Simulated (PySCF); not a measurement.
Dipole response of Pd(29+) (palladium, charge +29)

[Ne] 3s2 3p5, 2P determinant. Calculation: PySCF 2.14, in an uncontracted even-tempered set (18 s from 3.9 bohr⁻², ratio 2.5; 12 p from 5 bohr⁻², ratio 2.5; 5 d from 24 bohr⁻², ratio 2.7; 4 f from 36 bohr⁻², ratio 2.7); scalar relativity by spin-free X2C-1e. Coupled (time-dependent) response in atomic units; α is the mean over directions.

| method | mean α (bohr³) | α xx, yy, zz | C₆ (like pair) | S(−4) |
| --- | --- | --- | --- | --- |
| UHF | 0.01432 | 0.02188, 0.01054, 0.01054 | 0.001691 | 0.0002486 |
| PBE0 | 0.01443 | 0.02198, 0.01065, 0.01065 | 0.001694 | 0.0002710 |

S(−4) is the Cauchy moment in α(ω) = α(0) + S(−4) ω² + …

Spin-orbit coupling is absent.

α(iu) at PBE0:

```tsv
u (hartree)	α(iu) (bohr³)
0	0.01443
1.00	0.01417
2.00	0.01349
4.00	0.01163
6.00	0.009831
8.00	0.008312
10.0	0.007077
15.0	0.004973
20.0	0.003763
30.0	0.002530
50.0	0.001570
```

A single London oscillator, α(iu) = α/(1 + u²/ω²), gives C₆ = (3/4) ω α². Matching the computed C₆ needs ω = 4 × 0.001694 / (3 × 0.01443²) = 10.8 hartree.

For an ion, C₆ is the dispersion term alone; charge-induced terms of lower order in 1/R come first.

The components differ because the open shell of this determinant is not spherical; for a pure term their mean is the scalar polarisability.

Spin-orbit coupling, absent here, splits the open shell strongly.
